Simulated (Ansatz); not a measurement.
Cost and result for the atomization energy of CH8SeSi2 (`[SiH3][SiH2]C[SeH]`) (12 atoms, 11 bonds).

Z-matrix (Å, degrees):
```
Si
Si 1 2.342
H 1 1.489 2 109.3
H 1 1.490 2 109.8 3 -118.7
H 1 1.485 2 111.9 3 121.0
C 2 1.880 1 109.5 3 -37.4
H 2 1.490 1 110.3 3 -156.5
H 2 1.493 1 110.9 3 84.3
Se 6 1.957 2 110.1 1 -54.4
H 6 1.090 2 113.6 1 -178.1
H 6 1.092 2 110.0 1 60.4
H 9 1.470 6 95.5 2 -47.9
```

The species carries charge 0 and has multiplicity 1. Correlated methods include outer-core shells of Se, which these sets cover unevenly. Scalar relativity is left out up to krypton. All single points use the PBE0-D4/def2-TZVP geometry. It is one conformer, not always the lowest. Program: Ansatz. All runs use 4 threads of an AMD EPYC 9R45 on a shared host. Times are those of one run each, without the atoms' runs, and a repeat can differ threefold. Electronic energies, without spin–orbit coupling; frozen cores. CCSD(T)/CBS adds CCSD(T) − MP2 in def2-TZVPP to the MP2 limit, and its time is that of the two runs behind it. T1 = 0.011. With those shells the extrapolation isn't a true limit. B3LYP takes the VWN-RPA correlation (the form of Gaussian; ORCA's B3LYP/G).

CCSD(T)/CBS is a level of theory with its own doubt, some kJ/mol a heavy atom from the limit and from the frozen cores, so smaller differences don't rank the functionals.

```csv
level,functions,atomization (kcal/mol),difference from CCSD(T)/CBS,per bond
CCSD(T)/def2-SVP,122,822.7,-58.5,-5.3
CCSD(T)/def2-TZVPP,275,858.8,-22.4,-2.0
B3LYP-D4/def2-TZVPP (with forces),275,877.5,-3.7,-0.3
B2PLYP/def2-TZVPP,275,864.1,-17.1,-1.6
PBE-QIDH/def2-TZVPP,275,869.1,-12.1,-1.1
B97M-V/def2-TZVPP,275,881.8,0.6,0.1
revPBE-D4/def2-TZVPP,275,863.7,-17.5,-1.6
MP2/def2-QZVPP,526,867.3,-13.9,-1.3
PBE-D4/def2-TZVPP (with forces),275,877.3,-3.9,-0.4
ωB97M-V/def2-TZVPP (with forces),275,877.3,-3.9,-0.4
CCSD(T)/CBS(def2),–,881.2,0.0,0.0
PBE0-D4/def2-TZVPP,275,872.8,-8.4,-0.8
CAM-B3LYP-D4/def2-TZVPP,275,878.5,-2.7,-0.2
```

(1) Order the runs by time, with rough figures. (An estimate is asked.)

Results:

(1) Computed: revPBE-D4/def2-TZVPP 0.95 s; PBE-D4/def2-TZVPP (with forces) 1.2 s; PBE0-D4/def2-TZVPP 1.6 s; CAM-B3LYP-D4/def2-TZVPP 1.9 s; B3LYP-D4/def2-TZVPP (with forces) 2.4 s; CCSD(T)/def2-SVP 2.5 s; B2PLYP/def2-TZVPP 2.6 s; PBE-QIDH/def2-TZVPP 2.6 s; B97M-V/def2-TZVPP 3.6 s; ωB97M-V/def2-TZVPP (with forces) 5 s; MP2/def2-QZVPP 11 s; CCSD(T)/def2-TZVPP 68 s; CCSD(T)/CBS(def2) 79 s.

The D4 term adds +12.0 kcal/mol with B3LYP and +6.3 kcal/mol with PBE0; it sums over pairs of atoms, weighted by their polarisabilities, and B3LYP, whose exchange is more repulsive, gets the larger term. In def2-TZVPP, CCSD(T) changes the Hartree–Fock value by +205.1 kcal/mol (the triples alone add +9.9 kcal/mol) and MP2 by +200.4 kcal/mol; breaking electron pairs costs correlation energy, which Hartree–Fock lacks. From PBE to PBE0 (25 % exact exchange), in def2-TZVPP and without D4, the atomization energy moves by −3.5 kcal/mol: exact exchange takes away binding that semilocal exchange gives to molecules.

For some Ge, Se and Sn compounds the MP2-based and the directly extrapolated limit differ by 10 to 25 kJ/mol.
